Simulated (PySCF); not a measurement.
C₆H₁₁NO.
Z-matrix (Å and degrees, GFN2-xTB geometry), rows numbered from 1:
```
C 
N   1  1.2460
C   2  1.3625  1  134.66
O   3  1.2065  2  123.50  1    85.78
C   3  1.5240  2  111.30  1  -102.96
C   5  1.5260  3  111.76  2   169.22
C   6  1.5272  5  112.33  3   -73.27
C   7  1.5236  6  111.41  5  -178.71
H   1  1.0911  2  124.16  3     1.14
H   1  1.0833  2  118.61  3  -179.47
H   5  1.0928  3  106.56  2   -70.31
H   5  1.0925  3  109.23  2    45.83
H   6  1.0912  5  108.53  3    47.47
H   6  1.0923  5  109.13  3   165.28
H   7  1.0916  6  109.11  5    60.40
H   7  1.0938  6  109.53  5   -57.62
H   8  1.0883  7  110.55  6    59.57
H   8  1.0874  7  110.66  6   179.74
H   8  1.0872  7  110.35  6   -60.22
```

Computed at PBE0/pcSseg-1 (PySCF, non-relativistic), with Q(14N) = 0.02044 b, Q(17O) = −0.0256 b: N2, 14N (I = 1): χzz = -4.763 MHz, η = 0.488; O4, 17O (I = 5/2): χzz = 10.57 MHz, η = 0.197.

(1) Find the zero-field quadrupole resonance frequencies of 14N at N2.

(2) Find the zero-field quadrupole resonance frequencies of 17O at O4.

## Answers

(1) From ν± = (3/4)|χ|(1 ± η/3) and ν0 = |χ|η/2: ν+ 4.154 MHz, ν− 2.991 MHz, ν0 1.163 MHz (imine nitrogen).

(2) From the eigenvalues of H = χ/[4I(2I − 1)] × [3Iz² − I(I + 1) + η(Ix² − Iy²)], steps between neighbouring levels, labelled as for η = 0: ±1/2↔±3/2 1.651 MHz, ±3/2↔±5/2 3.147 MHz (carbonyl oxygen).

In a crystal, neighbours and librations shift these lines. One conformer (not necessarily the lowest) at the GFN2-xTB geometry, without solvent, vibrations or thermal averaging. GFN2-xTB bond lengths can be off by several hundredths of an ångström, more for odd bonds, and the gradients follow them. These gradients aren't converged with respect to the basis.

These values come from a run that also computed NMR shieldings. The run took 40 s on one thread, Arm Neoverse V1 (shared host).
